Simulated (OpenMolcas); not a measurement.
**Computed levels of neutral tungsten**

```
Program             : OpenMolcas
Method              : MS-RASPT2, IPEA 0.25 Eh, imaginary shift 0.1 Eh (closed shells correlated: 5s 5p)
Basis               : ANO-RCC-VTZP [8s7p5d3f2g1h]
Scalar Hamiltonian  : DKH2, point nucleus
Active space        : 6 electrons in 9 orbitals (RAS2 5d 6s; RAS3 6p, at most 2 electrons)
State averaging     : 2S+1 = 5 even, 30 roots; 2S+1 = 7 even, 1 root kept (CI in the orbitals of an earlier block); 2S+1 = 3 even, 83 roots kept (CI in the orbitals of an earlier block, 72 in the spin-orbit step); 2S+1 = 1 even, 44 roots kept (CI in the orbitals of an earlier block); 2S+1 = 5 odd, 48 roots; 2S+1 = 7 odd, 15 roots kept (CI in the orbitals of an earlier block); 2S+1 = 3 odd, 8 roots kept (CI in the orbitals of an earlier block); 2S+1 = 1 odd, 1 root kept (CI in the orbitals of an earlier block, 0 in the spin-orbit step)
Spin-orbit coupling : state interaction with AMFI integrals over the reference wave functions, term energies averaged over their components
```

Spin-free terms above the lowest, with the occupations of the reference:

```tsv
Configuration	Term	E (cm⁻¹)	Occupations
5d⁵ 6s	⁷S	0.0	5d 4.97 6s 1.00 6p 0.03
5d⁴ 6s²	⁵D	3070	5d 4.05 6s 1.81 6p 0.14
5d⁴ 6s²	³P	14750	5d 4.05 6s 1.79 6p 0.16
5d⁴ 6s²	³F	15640	5d 4.05 6s 1.80 6p 0.15
5d⁴ 6s²	³H	16170	5d 3.98 6s 1.87 6p 0.15
5d⁴ 6s²	³G	16230	5d 4.14 6s 1.73 6p 0.14
5d⁴ 6s²	³D	16270	5d 4.29 6s 1.59 6p 0.12
5d⁴ 6s²	¹S	16580	5d 4.26 6s 1.61 6p 0.13
5d⁵ 6s	⁵S	17370	5d 4.93 6s 0.93 6p 0.14
5d⁵ 6s	⁵G	19050	5d 4.96 6s 0.99 6p 0.05
5d⁴ 6s²	¹G(1)	19190	5d 4.10 6s 1.76 6p 0.15
5d⁵ 6s	⁵P	20480	5d 4.93 6s 0.99 6p 0.08
5d⁵ 6s	⁵D	22290	5d 4.91 6s 1.02 6p 0.08
5d⁴ 6s 6p	⁷F°	24810	5d 4.00 6s 1.00 6p 1.00
5d⁴ 6s 6p	⁵P°	28050	5d 3.90 6s 1.10 6p 1.00
5d⁴ 6s 6p	⁷D°	28300	5d 4.00 6s 1.00 6p 1.00
```

With spin-orbit coupling, above the lowest level:

```tsv
Configuration	Term	J	E (cm⁻¹)	Measured (cm⁻¹)	Term weight %	Second
5d⁴ 6s²	⁵D	0	0.0	0.0	80	17 ³P
5d⁵ 6s	⁷S	3	1066	2951	95	5 ⁵P
5d⁴ 6s²	⁵D	1	1414	1670	91	8 ³P
5d⁴ 6s²	⁵D	2	2990	3326	96	
5d⁴ 6s²	⁵D	3	4460	4830	95	3 ³F
5d⁴ 6s²	⁵D	4	5830	6219	89	9 ³F
5d⁴ 6s²	³P	0	10380	9258	58	24 ¹S
5d⁴ 6s²	³H	4	13510		44	20 ³G
5d⁴ 6s²	³P	1	14340	13307	77	17 ³D
5d⁴ 6s²	³G	3	14840		52	21 ³F
5d⁴ 6s²	³D	2	14970		43	18 ³F
5d⁴ 6s²	³H	5	16310		63	37 ³G
5d⁴ 6s²	³F	2	16340		68	11 ³P
5d⁴ 6s²	³D	3	16570		53	15 ³F
5d⁴ 6s²	³G	4	17850		40	32 ³H
5d⁴ 6s²	³H	6	18190		84	15 ¹I
5d⁴ 6s²	³F	4	18400		37	26 ³G
5d⁵ 6s	⁵S	2	18600		61	18 5d⁴ 6s² ³D
5d⁴ 6s²	³F	3	18940		57	28 ³G
5d⁴ 6s²	³D	1	19270		75	14 ³P
5d⁵ 6s	⁵G	2	19470		43	20 5d⁴ 6s² ³P
5d⁵ 6s	⁵G	4	20260		82	5 ⁵F
5d⁵ 6s	⁵G	3	20280		78	9 5d⁴ 6s² ³D
5d⁴ 6s 6p	⁷F°	0	20310		90	7 ⁵D°(1)
5d⁵ 6s	⁵G	2	20340		36	20 ⁵P
5d⁴ 6s²	³G	5	20790		36	35 5d⁵ 6s ⁵G
5d⁴ 6s 6p	⁷F°	1	20850		90	6 ⁵D°(1)
5d⁵ 6s	⁵G	5	20850		62	26 5d⁴ 6s² ³G
5d⁵ 6s	⁵P	3	20890		42	29 ⁵D
5d⁵ 6s	⁵G	6	21190		99	
5d⁵ 6s	⁵P	1	21510		67	26 ⁵D
5d⁴ 6s²	¹S	0	21520		73	25 ³P
5d⁴ 6s 6p	⁷F°	2	21910		92	4 ⁵D°(1)
5d⁴ 6s²	³P	2	21990		32	17 5d⁵ 6s ⁵P
5d⁴ 6s 6p	⁵P°	1	23150		52	47 ⁷D°
5d⁴ 6s 6p	⁷F°	3	23390		92	3 ⁵F°(1)
5d⁵ 6s	⁵D	4	23540		78	10 ⁵G
5d⁵ 6s	⁵D	0	24130		98	
5d⁴ 6s²	¹G(1)	4	24550		51	16 ³F
5d⁴ 6s 6p	⁷D°	2	24880		47	39 ⁵P°
```

Against the 7 measured excited levels shown (NIST Handbook of Basic Atomic Spectroscopic Data) the mean absolute deviation is 770 cm-1; the largest miss in energy is 5d⁵ 6s ⁷S₃: computed 1066, measured 2951 cm⁻¹ (-63.9 %).

Spin-orbit coupling puts the lowest level 2070 cm⁻¹ below the lowest spin-free term.

For ⁵D the intervals divided by the larger J are 1413.7, 786.6, 492.0, 341.8 cm-1. Landé's interval rule makes them equal in pure LS coupling; they differ by 141 % of their mean. The multiplet is regular.

CASPT2 does not keep the components of a term degenerate, so their means are used; among the terms shown or strongly mixed into the levels shown the widest spread is 1400 cm-1 (5d⁴ 6s² ¹I). Blocks of more than 70 roots (2S+1 = 3 even) ran without multistate coupling. Some high roots are left out of the spin-orbit mixing, which shifts the levels that they would mix with. Terms from blocks run as CI alone lack orbitals of their own. Configurations are named by rounded mean occupations; where the s occupation lies near a half they are strongly mixed, a name can repeat and a true partner stay unpaired. A single d shell beside an s shell can misplace configurations of different d count against each other. The CASPT2 spread within a term exceeds the gap to the next term for 5d⁴ 6s² ³H and 5d⁴ 6s² ³G, 5d⁵ 6s ⁵G and 5d⁴ 6s² ¹G(1), 5d⁵ 6s ⁵P and 5d⁴ 6s² ¹I and others, so the order of their levels is uncertain, and so are names and mixing where such terms share a J. The lowest spin-free term belongs to 5d⁵ 6s, not to the configuration of the lowest level. No level of 5d⁵ 6p was computed, though it lies in the active space. Computed and measured levels are paired by configuration, term and J; levels that our copy of the source lacks, or whose pairing is in doubt (as where it misses far off the trend of its configuration), stay unpaired and out of the deviations. Levels of configurations outside the active space are missing. The first state left out of the spin-orbit step lies near 38000 cm-1 above the lowest spin-free state of the reference (among the parities and spins computed), and the list stops at four fifths of that energy or lower. The table shows the lowest 40 of 54 levels.

The term weight is that of the spin-free term in the level, not the purity of its configuration. A number in round brackets counts repeated terms of one configuration in the order of the reference energies. ° marks odd parity.
